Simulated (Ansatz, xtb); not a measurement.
C4H5NO2: 6 structures ranked

6 gas-phase structures of C4H5NO2, from a drawn sample of its isomers (lower ones may exist). Each was relaxed with GFN2-xTB:

A. `Nc1occc1O`, a singlet
B. `Nc1ccc(O)o1`, a singlet
C. `Nc1coc(O)c1`, a singlet
D. `Nc1cocc1O`, a singlet
E. `Nc1cc(O)co1`, a singlet
F. `Nc1ccoc1O`, a singlet

Task: Which do you expect lowest at r2SCAN-D4/def2-SVP, and how would the others follow?

Result: Calculated order at r2SCAN-D4/def2-SVP: B (0.0), C (0.6), E (2.2), F (4.5), A (5.3), D (6.8) kcal/mol. Less than 1 kcal/mol parts B and C; F and A, so the order within those pairs means little.

Energies above the lowest of each column, in kcal/mol; the last columns are at B3LYP/def2-SVP geometries:

```json
{"structure": "B", "GFN2-xTB": "0.0", "HF/STO-3G": "0.0", "r2SCAN-D4/def2-SVP": "0.0", "B3LYP/def2-SVP": "0.0", "CCSD(T)/def2-SVP + ΔMP2/def2-TZVPP": "0.0"}
{"structure": "C", "GFN2-xTB": "0.7", "HF/STO-3G": "1.6", "r2SCAN-D4/def2-SVP": "0.6", "B3LYP/def2-SVP": "1.3", "CCSD(T)/def2-SVP + ΔMP2/def2-TZVPP": "2.1"}
{"structure": "E", "GFN2-xTB": "2.2", "HF/STO-3G": "3.3", "r2SCAN-D4/def2-SVP": "2.2", "B3LYP/def2-SVP": "2.7", "CCSD(T)/def2-SVP + ΔMP2/def2-TZVPP": "3.5"}
{"structure": "F", "GFN2-xTB": "3.2", "HF/STO-3G": "4.2", "r2SCAN-D4/def2-SVP": "4.5", "B3LYP/def2-SVP": "4.2", "CCSD(T)/def2-SVP + ΔMP2/def2-TZVPP": "3.6"}
{"structure": "A", "GFN2-xTB": "4.3", "HF/STO-3G": "6.0", "r2SCAN-D4/def2-SVP": "5.3", "B3LYP/def2-SVP": "5.1", "CCSD(T)/def2-SVP + ΔMP2/def2-TZVPP": "4.4"}
{"structure": "D", "GFN2-xTB": "5.3", "HF/STO-3G": "7.8", "r2SCAN-D4/def2-SVP": "6.8", "B3LYP/def2-SVP": "7.1", "CCSD(T)/def2-SVP + ΔMP2/def2-TZVPP": "7.4"}
```

Every level run on B puts it lowest or level with the lowest. Flexible structures stand in one conformer each, not always the lowest. ΔMP2 is the change of the MP2 energy from the smaller to the larger basis.

Over these structures GFN2-xTB departs from r2SCAN-D4/def2-SVP by 0.7 kcal/mol on average once a common shift is removed. A GFN2-xTB relaxation took about 0.062 s and the r2SCAN-D4/def2-SVP energy about 1.5 s on a shared host (Ansatz 0.2.0, xtb 6.7.1).
